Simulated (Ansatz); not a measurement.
Total energies of `C[SiH]1[NH][AlH]1`.

| atom | x (Å) | y (Å) | z (Å) |
| --- | --- | --- | --- |
| C1 | -0.488 | -1.267 | -1.021 |
| Si2 | 0.431 | 0.250 | -0.419 |
| N3 | 0.562 | 0.470 | 1.323 |
| Al4 | -0.336 | 1.953 | 0.930 |
| H5 | -0.651 | -1.206 | -2.101 |
| H6 | 0.100 | -2.170 | -0.827 |
| H7 | -1.457 | -1.372 | -0.531 |
| H8 | 1.733 | 0.280 | -1.156 |
| H9 | 1.014 | -0.099 | 2.023 |
| H10 | -0.907 | 3.160 | 1.779 |

Total charge 0; spin multiplicity 1. The geometry is a stationary point of PBE0-D4/def2-TZVP. Basis def2-TZVPP, Ansatz 0.2.0.

RPA on PBE orbitals: Hartree–Fock energy of these orbitals -626.67489 Eh, correlation -1.01308 Eh (frozen core).

| functional | energy without D4 (Eh) | D4 term (kJ/mol) |
| --- | --- | --- |
| revPBE | -628.31605 | -56.6 |
| ωB97M-V | -628.37191 | – |

**Question.** Give the same for LDA (SPW92), PBE, BLYP, r2SCAN, B97M-V, PBE0, B3LYP, r2SCANh, r2SCAN0, HSE06 (plane-wave form), BHLYP, CAM-B3LYP, LC-ωPBE, ωB97X-V, B2PLYP, PBE-QIDH. (An estimate is asked.)

**Answer.** Ansatz gave: 
| functional | energy without D4 (Eh) | D4 term (kJ/mol) |
| --- | --- | --- |
| LDA (SPW92) | -625.40353 | – |
| PBE | -628.04609 | -19.9 |
| BLYP | -628.41492 | -43.1 |
| r2SCAN | -628.35039 | -4.7 |
| B97M-V | -628.32400 | – |
| PBE0 | -628.10746 | -16.8 |
| B3LYP | -628.50735 | -32.2 |
| r2SCANh | -628.34185 | -5.1 |
| r2SCAN0 | -628.32997 | -5.7 |
| HSE06 (plane-wave form) | -628.08935 | -15.8 |
| BHLYP | -628.39942 | -26.3 |
| CAM-B3LYP | -628.41865 | -17.2 |
| LC-ωPBE | -628.22164 | – |
| ωB97X-V | -628.34229 | – |
| B2PLYP | -628.13781 | – |
| PBE-QIDH | -627.91943 | – |

B3LYP takes the VWN-RPA correlation (the form of Gaussian; ORCA's B3LYP/G). HSE06 is the plane-wave form, built on full-range PBE exchange. The double hybrids freeze the cores in their second-order part.

LC-ωPBE has ω = 0.4 bohr⁻¹.
